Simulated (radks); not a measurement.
The oxygen anion O- inside a hard spherical wall (all orbitals vanish at R), configuration held at [He] 2s2 2p5 and not refilled when levels cross. Method: scalar-relativistic Kohn-Sham, LDA (Slater exchange, Perdew-Wang correlation), spin-unpolarised, spherical densities, point nucleus; computed with a radial shooting solver on a logarithmic mesh with Libxc functionals. Eigenvalues in eV, with the zero of energy where the potential of the charges vanishes at infinity; a dash marks a level that is unbound or too diffuse for the functional's potential to be trusted. A positive occupied level is held by the wall or, in an anion where self-interaction has pushed it up, behind a barrier. The pressure on the wall is -dE/dV.

| R (bohr) | E (hartree) | kinetic (hartree) | e(1s) | e(2s) | e(2p) | e(3s, empty) | e(3p, empty) | pressure (GPa) |
|---|---|---|---|---|---|---|---|---|
| 20 | -74.64776 | 74.372 | -498.70 | -12.609 | 1.495 | 2.305 | 2.511 | < 0.0001 |
| 10 | -74.64655 | 74.377 | -498.42 | -12.351 | 1.738 | 4.796 | 5.985 | 0.0151 |
| 4 | -74.50737 | 74.907 | -492.17 | -7.882 | 6.456 | 23.733 | 29.171 | 25.2 |
| 3.5 | -74.37967 | 75.370 | -488.68 | -5.623 | 9.011 | 32.939 | 38.824 | 70.1 |
| 3 | -74.09415 | 76.347 | -482.51 | -1.662 | 13.527 | 48.937 | 54.706 | 221 |
| 2 | -71.48021 | 83.692 | -449.16 | 22.616 | 39.922 | 142.78 | 139.49 | 3670 |
| 1.5 | -65.40858 | 97.352 | -404.76 | 66.502 | 82.372 | 300.60 | 270.33 | 22400 |
